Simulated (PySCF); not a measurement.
Excitations are Tamm–Dancoff values on a coarser integration grid. The basis has no diffuse functions, so Rydberg states are missing or too high.

Cartesian coordinates (Å):
SMILES: B[SiH2]B
```xyz
9

B     -1.5890     0.2110    -0.0495
Si     0.1210    -0.8202     0.1859
B      1.4635     0.6423     0.5048
H     -2.2666     0.4937     0.8880
H     -1.9231     0.6068    -1.1217
H      0.4526    -1.6068    -1.0311
H      0.0403    -1.7423     1.3494
H      1.6674     1.0561     1.6026
H      2.0339     1.1594    -0.4036
```
Charge 0, multiplicity 1.

Task: Give the HOMO–LUMO gap, S1 oscillator strength, S1–T1 gap (TDA), total energy and HOMO at the level M06-2X/def2-TZVP // B3LYP-D3(BJ)/def2-TZVP run with PySCF.

Result: 
```json
{
 "HOMO–LUMO gap": "6.93 eV",
 "S1 oscillator strength": "0.031",
 "S1–T1 gap (TDA)": "0.81 eV",
 "total_energy": "-342.6809 Ha",
 "HOMO": "-8.98 eV"
}
```
